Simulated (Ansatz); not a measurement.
Si4H6, relaxed as a singlet with RKS PBE-D4/def2-SVP in Ansatz, starting from the GFN1-xTB geometry. Force threshold 0.02 eV/Å.

The restricted singlet is unstable towards broken spin symmetry in Hartree–Fock (as tested in another run); at PBE-D4/def2-SVP this wasn't settled. The structure comes from a short search, and lower isomers may exist.

Start:

```csv
atom,x (Å),y (Å),z (Å)
Si1,-0.205,-1.326,-1.214
Si2,-1.342,0.614,-1.047
Si3,-0.408,0.913,1.067
Si4,1.347,-0.480,0.305
H5,2.634,0.122,-0.075
H6,-0.056,2.314,1.343
H7,-2.693,0.923,-1.550
H8,-0.014,-2.169,-2.409
H9,1.829,-1.497,1.253
H10,-1.092,0.587,2.328
```

```
        step  energy (eV)  largest force component (eV/Å)  SCF passes
           1  -31580.4486                           1.250          25
           2  -31580.7047                           0.505          28
           3  -31580.7302                           0.116          29
           4  -31580.7550                           0.058          28
           5  -31580.7590                           0.021          28
6 (rejected)  -31580.7523                           0.235          29
           7  -31580.7604                           0.007          29
           8  -31580.7608                           0.031          28
9 (rejected)  -31580.7604                           0.039          30
          10  -31580.7611                           0.004          23
```

Force components are those of the run's own axes.

End:

```xyz
10

Si   -0.0185   -1.0696   -1.4432
Si   -1.5463    0.3494   -0.8449
Si   -0.3486    1.0006    1.0428
Si    1.3257   -0.5510    0.3860
H     2.6604    0.0727    0.0637
H     0.1082    2.4376    1.0667
H    -2.8741    0.7644   -1.4156
H     0.1323   -2.0261   -2.5935
H     1.5576   -1.6713    1.3686
H    -0.9967    0.6933    2.3694
```

By distances, no bond broke or formed. The bond that changes most is Si1–Si2, from 2.25 to 2.17 Å (atoms count from 1).

The force fell under the threshold at step 7, but the optimiser went on. No frequencies were taken in this run, so the end may be a saddle point.

Hardware: 4 threads of Arm Neoverse V2 on a shared host. Wall time 9.5 s.
